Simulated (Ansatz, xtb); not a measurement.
# Two isomers of C5H11OP

Structure I: `C=C(C)P(C)(C)=O`, a singlet. Structure II: `C[C@@H]1CC[P@@]1(C)=O`, a singlet. Both are isolated molecules in the gas phase, relaxed with B3LYP-D3(BJ)/def2-SVP; each stands in its lowest conformer found.

I (Å):

```yaml
atoms:
  - { symbol: C, position_ang: [-0.8344, 1.2833, -1.9565] }
  - { symbol: C, position_ang: [-0.8547, -0.0494, -1.8262] }
  - { symbol: C, position_ang: [-1.4829, -0.9917, -2.8185] }
  - { symbol: C, position_ang: [1.1938, -1.9036, -0.9182] }
  - { symbol: C, position_ang: [-1.3209, -1.7250, 0.5044] }
  - { symbol: O, position_ang: [0.5275, 0.3740, 0.5630] }
  - { symbol: P, position_ang: [-0.0463, -0.7004, -0.3163] }
  - { symbol: H, position_ang: [-1.2875, 1.7813, -2.8207] }
  - { symbol: H, position_ang: [-0.3567, 1.9012, -1.1905] }
  - { symbol: H, position_ang: [-2.2815, -1.5958, -2.3557] }
  - { symbol: H, position_ang: [-0.7446, -1.7013, -3.2286] }
  - { symbol: H, position_ang: [-1.9243, -0.4397, -3.6622] }
  - { symbol: H, position_ang: [1.6820, -2.3641, -0.0462] }
  - { symbol: H, position_ang: [0.7489, -2.6902, -1.5458] }
  - { symbol: H, position_ang: [1.9531, -1.3562, -1.4958] }
  - { symbol: H, position_ang: [-0.8753, -2.1793, 1.4021] }
  - { symbol: H, position_ang: [-2.1441, -1.0662, 0.8175] }
  - { symbol: H, position_ang: [-1.7116, -2.5177, -0.1508] }
```

II (Å):

```xyz
18

C    -1.9422    0.3298   -1.2096
C    -0.8895   -0.7330   -0.9482
C    -0.0495   -0.6707    0.3611
C     1.2838   -1.2414   -0.1962
C     1.2254    0.9267   -2.1807
O     0.9045   -1.6933   -3.0944
P     0.7060   -0.8065   -1.9041
H    -2.3823    0.2159   -2.2128
H    -2.7638    0.2638   -0.4770
H    -1.5185    1.3446   -1.1391
H    -1.3234   -1.7425   -1.0526
H    -0.4760   -1.2375    1.2024
H     0.0724    0.3731    0.6923
H     1.3376   -2.3371   -0.1092
H     2.2205   -0.8021    0.1746
H     2.2829    0.9212   -2.4840
H     1.1025    1.5496   -1.2830
H     0.6310    1.3470   -3.0056
```

Quicker runs give these differences E(II) − E(I): GFN2-xTB −10.52 kcal/mol; HF/STO-3G −27.03 kcal/mol (at GFN2-xTB geometries); r2SCAN-D4/def2-SVP −1.69 kcal/mol (at GFN2-xTB geometries).

Problem. Estimate E(II) − E(I) at the level CCSD(T)/def2-SVP + ΔMP2/def2-TZVPP.

Solution. Too close to call at this level: CCSD(T)/def2-SVP + ΔMP2/def2-TZVPP gives E(II) − E(I) = +0.34 kcal/mol.

The same difference at several levels:

| level | geometry | E(II) − E(I) (kcal/mol) | departure from the last row (kcal/mol) | job, with rough time for the two |
| --- | --- | --- | --- | --- |
| GFN2-xTB | GFN2-xTB | −10.52 | −10.86 | optimisation, 0.21 s |
| HF/STO-3G | GFN2-xTB | −27.03 | −27.37 | single point, 0.48 s |
| r2SCAN-D4/def2-SVP | GFN2-xTB | −1.69 | −2.03 | single point, 5 s |
| B3LYP-D3(BJ)/def2-SVP | B3LYP-D3(BJ)/def2-SVP | +0.84 | +0.50 | optimisation, 79 s |
| HF/def2-SVP | B3LYP-D3(BJ)/def2-SVP | +4.12 | +3.78 | part of the CCSD(T) run |
| MP2/def2-SVP | B3LYP-D3(BJ)/def2-SVP | −1.94 | −2.28 | part of the CCSD(T) run |
| CCSD(T)/def2-SVP | B3LYP-D3(BJ)/def2-SVP | +0.06 | −0.28 | single point |
| CCSD(T)/def2-SVP + ΔMP2/def2-TZVPP | B3LYP-D3(BJ)/def2-SVP | +0.34 |  | single point, 2.2 min |

As drawn, II has 2 C–C in place of 1 C=C. Structure I has no ring, II a 4-membered ring.

The largest departure from CCSD(T)/def2-SVP + ΔMP2/def2-TZVPP is that of HF/STO-3G, 27.37 kcal/mol. The last row adds to CCSD(T) the change of the MP2 difference between the two basis sets, here +0.28 kcal/mol.

With thermal terms from frequencies at re-optimised GFN2-xTB minima (ideal gas, soft modes damped towards free rotors, one conformer each, 298.15 K, 1 atm): on the last row, ΔE + ΔZPE = +2.76, ΔH = +1.79, ΔG = +4.20 kcal/mol.

The correlated steps freeze 11 core orbitals. Mirror images aren't counted in ΔG. Run with Ansatz 0.2.0, xtb 6.7.1; the last row on 4 threads of Arm Neoverse V1 on a shared host.
